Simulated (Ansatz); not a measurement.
The cluster Be₇O₈⁺. Charge 1, multiplicity 2. Geometry PBE-D4/def2-SVP, that of the neutral singlet; atoms count from 1.

```tsv
atom	x (Å)	y (Å)	z (Å)
Be1	0.011	1.885	-0.639
Be2	1.289	-1.883	-0.119
Be3	0.578	1.036	1.562
Be4	1.664	0.413	-0.539
Be5	-0.634	-0.620	-1.224
Be6	-2.030	1.086	-0.093
Be7	-0.959	-0.898	1.096
O8	-1.395	2.354	-0.302
O9	-0.375	0.075	2.082
O10	1.261	1.702	0.403
O11	-1.841	-0.408	-0.169
O12	2.321	-0.869	-0.131
O13	-0.142	-2.251	0.570
O14	0.338	0.541	-1.521
O15	-0.085	-2.163	-0.978
```

The structure holds 1 bond(s) between oxygen atoms. The structure comes from a short search, and lower isomers may exist.

**Question.** Estimate the Mulliken populations from the PBE0/def2-TZVP orbitals of Ansatz.

**Answer.** 
```
atom  charge (e)  spin (α − β)
 Be1        0.34         -0.02
 Be2        0.22         -0.03
 Be3        0.14         -0.02
 Be4        0.35         -0.03
 Be5        0.42          0.00
 Be6        0.20         -0.01
 Be7        0.40          0.00
  O8       -0.10          0.31
  O9       -0.16          0.13
 O10       -0.20          0.04
 O11       -0.18          0.00
 O12       -0.02          0.51
 O13       -0.08          0.03
 O14       -0.24          0.07
 O15       -0.09          0.04
```
Mulliken values depend strongly on the basis.

**Question.** Where does the spin sit?

**Answer.** Summed by element: Be -0.13, O 1.13, of 1 unpaired in all. Largest on single atoms: O12 0.51, O8 0.31, O9 0.13.

**Question.** And the Mayer bond orders between heavy atoms (over 0.3)?

**Answer.** Be1–O8 1.02 (1.52 Å); Be1–O10 0.65 (1.64 Å); Be1–O14 0.69 (1.64 Å); Be2–O12 1.17 (1.45 Å); Be2–O13 0.70 (1.63 Å); Be2–O15 0.63 (1.64 Å); Be3–O9 1.33 (1.45 Å); Be3–O10 1.10 (1.50 Å); Be4–O10 0.66 (1.65 Å); Be4–O12 1.00 (1.50 Å); Be4–O14 0.69 (1.65 Å); Be5–O11 0.69 (1.62 Å); Be5–O14 0.96 (1.54 Å); Be5–O15 0.62 (1.66 Å); Be6–O8 1.25 (1.43 Å); Be6–O11 1.08 (1.51 Å); Be7–O9 1.10 (1.50 Å); Be7–O11 0.66 (1.62 Å); Be7–O13 0.59 (1.67 Å); O13–O15 0.84 (1.55 Å).
